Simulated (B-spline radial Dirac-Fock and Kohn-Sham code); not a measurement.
# The free dysprosium atom: differential elastic cross section for electrons at 500 eV

Method: relativistic (Dirac) partial waves in the static field of the Dirac-Fock atom with Furness-McCarthy exchange, without polarisation or absorption potentials. Computed with a radial finite-basis atomic code.

Input file task.json (cfg lists n, l and occupation; rrms is the nuclear radius in fm):

```json
{"items": [{
  "Z": 66,
  "q": 0,
  "cfg": [[1, 0, 2], [2, 0, 2], [2, 1, 6], [3, 0, 2], [3, 1, 6], [3, 2, 10], [4, 0, 2], [4, 1, 6], [4, 2, 10], [4, 3, 10], [5, 0, 2], [5, 1, 6], [6, 0, 2]],
  "A": 164,
  "rrms": 5.2218,
  "do": "elastic",
  "energies": [[500, 0]],
  "theta": [0, 1, 2, 3, 5, 7, 10, 15, 20, 25, 30, 40, 50, 60, 70, 80, 90, 100, 110, 120, 130, 140, 150, 160, 170, 180]
}]}
```

Launch: `python xray2_run.py task.json out`

| θ (°) | dσ/dΩ (a₀²/sr) | Sherman function |
| --- | --- | --- |
| 0 | 253 | 0.000 |
| 1 | 244 | 0.000 |
| 2 | 218 | 0.000 |
| 3 | 184 | 0.000 |
| 5 | 113 | 0.000 |
| 7 | 63.7 | -0.001 |
| 10 | 27.8 | -0.001 |
| 15 | 8.99 | -0.001 |
| 20 | 3.54 | 0.003 |
| 25 | 1.89 | 0.014 |
| 30 | 1.37 | 0.022 |
| 40 | 0.781 | 0.018 |
| 50 | 0.241 | -0.047 |
| 60 | 0.118 | -0.116 |
| 70 | 0.323 | 0.023 |
| 80 | 0.396 | 0.070 |
| 90 | 0.181 | 0.141 |
| 100 | 0.00857 | 0.121 |
| 110 | 0.178 | -0.147 |
| 120 | 0.501 | -0.074 |
| 130 | 0.540 | -0.055 |
| 140 | 0.233 | -0.065 |
| 150 | 0.0349 | -0.153 |
| 160 | 0.362 | -0.007 |
| 170 | 1.02 | -0.002 |
| 180 | 1.35 | 0.000 |

Q: What integrated cross sections go with this distribution?

A: The total elastic cross section is 15.6 a₀², the first transport cross section 4.03 a₀² and the second, weighted with (3/2) sin²θ, 4.10 a₀². The mean deflection is ⟨1 − cos θ⟩ = 0.258, and 11 % of the collisions scatter beyond 90°.

On this grid of angles the cross section has minima near 60°, 100°, 150°, from interference among the few low partial waves with large phase shifts.
